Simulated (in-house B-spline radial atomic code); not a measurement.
Radial electron density of Mo II (Mo+), [Kr] 4d5. Level of theory: Dirac-Kohn-Sham HSE06, spherical fractional occupations, exact exchange averaged over the configuration, Fermi nucleus of rms radius 4.4091 fm; calculated with a B-spline radial code for spherical atoms.

Columns: r (bohr), 4πr²n(r) (electrons per bohr), bar.

```
 0.00131     1.36 #
 0.00161    1.963 #
 0.00197    2.797 ##
 0.00241    3.957 ###
 0.00296    5.587 ####
 0.00362    7.754 #####
 0.00444    10.68 #######
 0.00544    14.45 ##########
 0.00666    19.18 #############
 0.00816     24.9 #################
    0.01    31.45 #####################
  0.0122    38.25 ##########################
   0.015    44.98 ##############################
  0.0184     50.3 ##################################
  0.0225    53.19 ####################################
  0.0276    53.11 ####################################
  0.0338    50.38 ##################################
  0.0414    46.79 ###############################
  0.0507    45.19 ##############################
  0.0621    48.06 ################################
  0.0761    55.34 #####################################
  0.0932    63.11 ##########################################
   0.114    65.42 ############################################
    0.14    58.99 ########################################
   0.171    48.04 ################################
    0.21    41.06 ############################
   0.257     43.4 #############################
   0.315    49.33 #################################
   0.386    48.01 ################################
   0.472    36.25 ########################
   0.579    21.41 ##############
   0.709    12.81 #########
   0.868    11.28 ########
    1.06    11.57 ########
     1.3    9.858 #######
     1.6    6.513 ####
    1.96    3.613 ##
     2.4    1.801 #
    2.93   0.8357 #
    3.59   0.3375 
     4.4   0.1106 
    5.39  0.02653 
    6.61 0.004176
```

On this grid the curve has 4 maxima, near 0.0225, 0.114, 0.315, 1.06 bohr.

The 4p3/2 radial function P(r) = rR(r), positive near the nucleus, with its small component Q(r) (sign convention: Q ≈ (P' + κP/r)/2c):

```tsv
r (bohr)	P	Q
0.00197	0.001276	-9.907e-05
0.00296	0.002794	-0.000216
0.00444	0.006034	-0.0004663
0.00666	0.01283	-0.0009925
0.01	0.0267	-0.002069
0.015	0.05352	-0.004163
0.0225	0.1017	-0.007964
0.0338	0.1781	-0.01418
0.0507	0.2732	-0.02255
0.0761	0.3353	-0.03037
0.114	0.2551	-0.03128
0.171	-0.0553	-0.01896
0.257	-0.4454	0.002757
0.386	-0.4461	0.01624
0.579	0.1838	0.01043
0.868	0.8919	-0.002832
1.3	0.9381	-0.007502
1.96	0.4628	-0.003953
2.93	0.1118	-0.0009141
4.4	0.01047	-7.998e-05
```
